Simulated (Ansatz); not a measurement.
Mulliken charges of `O=CBF` from ωB97M-V/def2-TZVPP in Ansatz (PBE0-D4/def2-TZVP geometry).

```tsv
atom	x (Å)	y (Å)	z (Å)	charge (e)
O1	1.615	0.580	-0.502	-0.237
C2	0.471	0.217	-0.639	0.077
B3	-0.416	-0.225	0.621	0.240
F4	-1.654	-0.608	0.394	-0.219
H5	0.021	0.188	-1.659	0.086
H6	0.004	-0.216	1.739	0.053
```

By hand: the dipole of these point charges (1 e Å = 4.8032 D).

Σ q r = (-0.082, -0.037, 0.082) e Å, of length 0.122 e Å = 0.59 D.

How does the dipole of the full density compare? (An estimate is asked.)

Ansatz gave: (-0.296, -0.096, -0.013) e Å, 1.50 D; the point charges give 0.39 times that, at 45° from its direction.

Point charges leave out the atoms' own dipoles, such as those of lone pairs, and Mulliken's split depends on the basis, so the two needn't agree.
